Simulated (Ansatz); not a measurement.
```
atom    x (Å)    y (Å)    z (Å)
  Mg  -0.9750  -0.9750  -0.9751
   O  -0.9750  -0.9751   0.9750
   O  -0.9751   0.9750  -0.9749
  Mg  -0.9749   0.9750   0.9751
   O   0.9749  -0.9750  -0.9749
  Mg   0.9751  -0.9750   0.9750
  Mg   0.9750   0.9751  -0.9749
   O   0.9750   0.9751   0.9750
```

Basis set: cc-pVDZ (spherical functions). Frozen core: 8 orbitals. Charge 0, multiplicity 1.

Computed with Ansatz (development build ahead of 0.2.0); each method stands on the lowest determinant of its kind that the runs found. Restricted open shells among the atoms or ions are ROHF, correlated in semicanonical orbitals with singles.

The atomization energy at this shape (free ground-state atoms in the same class of orbitals less the molecule, no zero-point energy) of singlet Mg4O4:

```json
{"method": "RHF-MP2", "atomization energy": "635.37 kcal/mol"}
```

What does RHF give?

385.25 kcal/mol. Caution: the shape is not the minimum.
